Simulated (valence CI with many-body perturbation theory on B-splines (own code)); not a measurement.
**Sb²⁹⁺: magnetic and hyperfine properties of the levels**

Calculated by valence CI with perturbative core correlation (CI+MBPT): four valence electrons over a frozen Dirac-Fock core [Ar], radial functions for each j: 9 s, 9 p, 10 d, 8 f, 5 g, 3 h, 1 i, with the one-electron correlation potential Σ1 (screened to all orders), the two-electron term Σ2, the three-electron term Σ3, Breit, model QED; selected single and double excitations, second order for the rest (own B-spline code, finite nucleus).

The last digits are not significant, and no measured levels were compared; by estimate large intervals hold to a few tenths of a per cent, small ones and those within an open d or f shell to about a per cent. Core correlation moves these levels by up to 8100 cm⁻¹, and in measured spectra 5 to 20 % of such shifts remained as error; rates that hang on mixing are uncertain with them. Only levels of the ground parity were solved; by the run's estimate the other parity begins above the list, which can be wrong where configurations are misplaced.

A/g_I is the dipole constant over the nuclear g factor μ/I (μ in nuclear magnetons, uniformly magnetised nucleus), B/Q the quadrupole constant per barn. Both hold the static response of the core; the bare values leave it out. Large factors of s and p1/2 electrons are usually good to 5 to 10 %; those of open d and f shells near neutrality can be off by tens of per cent, and small factors of p3/2, d and f electrons come from cancelling terms and can be off by a factor of two or in sign, in half-filled shells by more. B is blank for J = 1/2, where it vanishes, and for nearly pure S terms. Energies count from the lowest level. Levels with J = 0 are left out.

Levels are named by their leading jj configuration (3d3/2^4 stands for four electrons in 3d with j = 3/2), which in mixed levels can hold well under half, so a name can repeat and another be missing. Letters in brackets count levels of one name in rising energy.

```
                    Level  E (cm⁻¹)      g  A/g_I (MHz)  A/g_I bare  B/Q (MHz/b)  B/Q bare
      (3d3/2^3 3d5/2) J=1     53443  1.495         -537        20.5         5950      6070
      (3d3/2^3 3d5/2) J=2     88934  1.432         5430        5900         5810      5930
      (3d3/2^3 3d5/2) J=3    110080  1.381         9340        9750         -895      -921
      (3d3/2^3 3d5/2) J=4    112130  1.235        13300       13600        -6800     -6970
(3d3/2^2 3d5/2^2) J=4 [a]    168920  1.092        13100       13200        -1480     -1530
(3d3/2^2 3d5/2^2) J=3 [a]    190370  0.951        14500       14500         3210      3270
(3d3/2^2 3d5/2^2) J=2 [a]    192990  0.906        12700       12700         8560      8740
    (3d3/2^2 3d5/2^2) J=5    204190  1.075        14100       14200        12900     13200
    (3d3/2^2 3d5/2^2) J=1    209860  1.306        12300       12600         -359      -378
    (3d3/2^2 3d5/2^2) J=6    217860  1.103        14600       14700        14000     14200
(3d3/2^2 3d5/2^2) J=4 [b]    236800  1.027        16000       16100        -6810     -6940
(3d3/2^2 3d5/2^2) J=2 [b]    243140  1.190        12200       12400         2290      2330
(3d3/2^2 3d5/2^2) J=3 [b]    248830  1.174        14300       14500         5490      5610
  (3d3/2 3d5/2^3) J=4 [a]    264300  1.163        10900       11100         1470      1500
  (3d3/2 3d5/2^3) J=3 [a]    287210  1.080        10500       10600          157       164
(3d3/2^2 3d5/2^2) J=2 [c]    290270  1.095        17800       17900         2190      2220
      (3d3/2 3d5/2^3) J=5    305150  1.150        12100       12300        -8330     -8510
  (3d3/2 3d5/2^3) J=1 [a]    312160  0.716        18000       17800         5760      5880
      (3d3/2 3d5/2^3) J=6    314560  1.055        14100       14200        17900     18300
(3d3/2^2 3d5/2^2) J=4 [c]    337610  1.117        11700       11900        15000     15300
(3d3/2^2 3d5/2^2) J=2 [d]    347920  1.265        11300       11600         75.1      84.0
  (3d3/2 3d5/2^3) J=3 [b]    363560  1.074        13300       13500        11200     11400
(3d3/2^2 3d5/2^2) J=2 [e]    372410  1.108        13900       14000         8760      8950
            (3d5/2^4) J=4    415920  1.108        11300       11500        -2870     -2930
  (3d3/2 3d5/2^3) J=3 [c]    425460  1.063        14900       15000        19300     19700
  (3d3/2 3d5/2^3) J=1 [b]    430240  1.467         2750        3270        -7570     -7730
            (3d5/2^4) J=2    432080  0.971        15600       15600         6580      6720
  (3d3/2 3d5/2^3) J=4 [b]    448200  1.078        14300       14500         6010      6140
      (3d3/2 3d5/2^3) J=2    530200  0.998        13500       13500       -16700    -17000
```

Task: Take the isotope of mass number 121, with I = 5/2, μ = 3.358 μN and Q = -0.543 b. What is the hyperfine structure of (3d3/2^3 3d5/2) J=4?

Result: From the table A = 17900 MHz, B = 3690 MHz. Shifts from the centre of gravity in MHz: F = 3/2: -222000, F = 5/2: -178000, F = 7/2: -117000, F = 9/2: -36900, F = 11/2: 61800, F = 13/2: 180000.
